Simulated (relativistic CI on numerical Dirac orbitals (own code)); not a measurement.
Slater and spin-orbit integrals, Au¹⁹⁺

These numbers are calculated, not measured: Dirac-Coulomb-Breit CI, orbitals from a KLI potential per configuration, a model potential for QED, unscaled Slater integrals (own radial code, finite nucleus).

Slater integrals F^k, G^k are unscaled and averaged over j, outside the closed core [Kr]; ζ comes from projecting the Hamiltonian with its Breit term on Σ l·s of the shell.

- 4d10.4f12.5s2: F^2(4f,4f) = 222120, F^4(4f,4f) = 142870, F^6(4f,4f) = 103850, ζ(4f) = 8998 cm⁻¹; <r>(4f) = 0.4579, <r^2>(4f) = 0.2462 (bohr units).
- 4d10.4f13.5s: ζ(4f) = 8762.6, G^3(4f,5s) = 37316 cm⁻¹; <r>(4f) = 0.4631, <r^2>(4f) = 0.2521, <r>(5s) = 0.822, <r^2>(5s) = 0.7519 (bohr units).
- 4d10.4f12.5s.5p: F^2(4f,4f) = 222380, F^4(4f,4f) = 143050, F^6(4f,4f) = 103990, ζ(4f) = 9041.9, G^3(4f,5s) = 36730, F^2(4f,5p) = 91361, G^2(4f,5p) = 31344, G^4(4f,5p) = 28280, G^1(5s,5p) = 155980, ζ(5p) = 137980 cm⁻¹; <r>(4f) = 0.4575, <r^2>(4f) = 0.2457, <r>(5s) = 0.8182, <r^2>(5s) = 0.745, <r>(5p) = 0.8825, <r^2>(5p) = 0.8693 (bohr units).

Averages of the first 10 configurations, taken without configuration mixing, which lowers the lowest level and can move excited configurations by several eV; other configurations of the list can lie among them:

| Configuration | Parity | States | Average energy above the lowest level (eV) |
| --- | --- | --- | --- |
| 4d10.4f12.5s2 | even | 91 | 43.1 |
| 4d10.4f14 | even | 1 | 0.2 |
| 4d10.4f13.5s | odd | 28 | 17.7 |
| 4d10.4f12.5s.5p | odd | 1092 | 100.5 |
| 4d10.4f12.5s.5d | even | 1820 | 182.0 |
| 4d10.4f11.5s2.5p | even | 2184 | 131.6 |
| 4d10.4f11.5s.5p2 | odd | 10920 | 191.8 |
| 4d10.4f13.5d | odd | 140 | 156.6 |
| 4d9.4f13.5s2 | odd | 140 | 305.4 |
| 4d10.4f12.5s.5g | even | 3276 | 329.0 |
